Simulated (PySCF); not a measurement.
Difluorogermane, F₂GeH₂.
Geometry (PBE0-D3(BJ)/def2-SVP, Å), atoms numbered from 1 in this order:
```
atom  x, y, z in Å
F1    -1.3073    1.4364   -0.0809
Ge2   -0.0526    0.2474   -0.0448
F3     1.4223    1.1438   -0.1423
H4    -0.0939   -0.4390    1.3201
H5    -0.1715   -0.6020   -1.3102
```

The closed-shell ground state was solved at several levels (PySCF, density fitting, gas phase). Relativistic effects, spin–orbit coupling among them, are left out although an element past zinc is present.

```
              level  basis functions  total energy (Eh)  HOMO (eV)  LUMO (eV)  gap (eV)  dipole (D)
       LDA/pcSseg-2              163         -2273.6831      -8.60      -1.36      7.24        2.63
  mPW1PW91/pcSseg-2              163         -2278.2106     -10.14      -0.25      9.89        2.70
 BHandHLYP/pcSseg-2              163         -2277.9943     -11.59       0.49     12.08        2.87
CAM-B3LYP/def2-SVPD              100         -2277.6314     -11.59       0.62     12.21        2.85
     B97-D/pcSseg-2              163         -2279.0463      -8.58      -0.97      7.61        2.54
 CAM-B3LYP/pcSseg-2              163         -2278.1796     -11.55       0.63     12.18        2.78
       PBE0/cc-pVDZ               65         -2277.4690      -9.86       0.31     10.17        2.58
      OPBE/pcSseg-2              163         -2278.5731      -8.48      -0.80      7.68        2.48
   wB97X-D/pcSseg-2              163         -2278.1061     -12.01       1.54     13.55        2.72
   LC-wPBE/pcSseg-2              163         -2277.7230     -12.86       1.90     14.76        2.76
```

Task: Estimate the row for PBE0/6-31G*, a basis of 64 functions; the other rows only guide the guess.

Result: Total energy -2277.2006 Eh, HOMO -9.80 eV, LUMO 0.27 eV, gap 10.07 eV, dipole 2.54 D.

Task: Over all these levels, which gives the widest orbital gap and which the narrowest?

Result: LC-wPBE/pcSseg-2 (range-separated hybrid) has the widest, 14.76 eV, and LDA/pcSseg-2 (LDA) the narrowest, 7.24 eV. The two share the basis. From the narrowest to the widest the HOMO moves by -4.26 eV and the LUMO by +3.26 eV.

Task: In the pcSseg-2 basis, how does the gap go with the fixed share of exact exchange?

Result: LDA (0 %) 7.24 eV; B97-D (0 %) 7.61 eV; OPBE (0 %) 7.68 eV; mPW1PW91 (25 %) 9.89 eV; BHandHLYP (50 %) 12.08 eV. Each rise in the share widens the gap here.

Task: How far do the dipole and the HOMO energy spread over the levels?

Result: The dipole runs from 2.48 to 2.87 D (mean 2.68 D) and the HOMO from -12.86 to -8.48 eV.

B97-D and wB97X-D is run here without its empirical dispersion term; that term would change no orbital, density or response property at a fixed geometry.
